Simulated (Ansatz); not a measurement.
Ansatz (a first-principles code) input (B2PLYP/def2-TZVPD):

Ansatz 0.2 input:
```yaml
crystal:
  periodic: [false, false, false]
  atoms:
    - {symbol: B, position_ang: [-0.33994470, -0.07333258, 0.03730795]}
    - {symbol: Cl, position_ang: [0.18053253, 1.57535595, -0.34400463]}
    - {symbol: Cl, position_ang: [0.87393835, -1.34788641, 0.22827951]}
    - {symbol: N, position_ang: [-1.68643911, -0.36379718, 0.18508181]}
    - {symbol: H, position_ang: [-2.40315243, 0.33487173, 0.08369251]}
    - {symbol: H, position_ang: [-2.01805530, -1.28861080, 0.40152223]}
basis:
  gaussian:
    orbitals: def2-TZVPD
hamiltonian:
  xc: {name: B2PLYP}
total_charge: 1
magnetization: {spin_polarized: true, initial_magnetization: 1}
correlation: {electrons: outside_noble_gas}
```

Output:

```
Functional definition: B2PLYP
integrals: 0.32 GiB planned
1168 factors; integrals over basis functions are off by at most 1.6e-3 eV
mean field: 1.50 GiB planned
mean field evaluation 1: about -27215.6338 eV, gradient 4.5e1 eV
mean field evaluation 2: about -27215.7379 eV, gradient 4.5e1 eV
mean field evaluation 4: about -27222.3512 eV, gradient 1.4e1 eV
mean field evaluation 8: about -27223.4499 eV, gradient 4.8e-1 eV
mean field evaluation 16: about -27223.4516 eV, gradient 1.2e-3 eV
mean field evaluation 32: about -27223.4522 eV, gradient 3.5e-1 eV
mean field evaluation 64: about -27223.9951 eV, gradient 2.0e-1 eV
mean field -27223.99689194 eV, -1000.4634326910 hartree, gradient 2.4e-6 eV, S^2 0.769075; 6 other end points of the search recorded, 0 dependent functions left out
12 core orbitals not correlated
reference -27223.99706220 eV, -1000.4634389480 hartree; 12, 11 occupied and 160, 161 virtual orbitals, 1168 factors
second order -21.36918462 eV of doubles, -0.00000000 eV of singles
Total energy: -27229.76674205 eV, -1000.6754707716 hartree
```

This state (charge 1, doublet) is run at the relaxed geometry of the species with charge 0 and multiplicity 1.
